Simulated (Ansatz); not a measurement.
Molecule: thionyl fluoride, sum formula SOF$_{2}$, charge 0, multiplicity 1. 
Geometry from a B3LYP-D3(BJ)/def2-TZVP (Ansatz, a first-principles code) optimisation:
SMILES: O=S(F)F
```xyz
4

O      1.3619    -0.1486    -0.3569
S      0.1670    -0.0077     0.4048
F     -0.6344     1.2320    -0.2285
F     -0.8731    -1.0862    -0.1739
```
Charge 0, spin multiplicity 1.

Give the harmonic wavenumbers at B3LYP-D3(BJ)/def2-TZVP (Ansatz, finite differences of forces, unscaled).

359, 384, 514, 717, 788, 1339 cm⁻¹. Zero-point energy 5.9 kcal/mol.

From these and the geometry, give the ideal-gas thermochemistry at 298.15 K and 1 atm (rigid rotor, harmonic oscillator).

Point group Cs, rotational symmetry number 1. Rotational constants 8.36, 8.216, 4.845 GHz. S(trans) 39.27, S(rot) 24.38, S(vib) 3.30, S(elec, spin only) 0.00, S 67.0 cal/(mol K). H(298) - H(0) 3.05 kcal/mol; G - E(el) -11.0 kcal/mol. Tabulated S at 1 bar: 66.6 cal/(mol K) (CRC Handbook, as tabulated in the package chemicals).
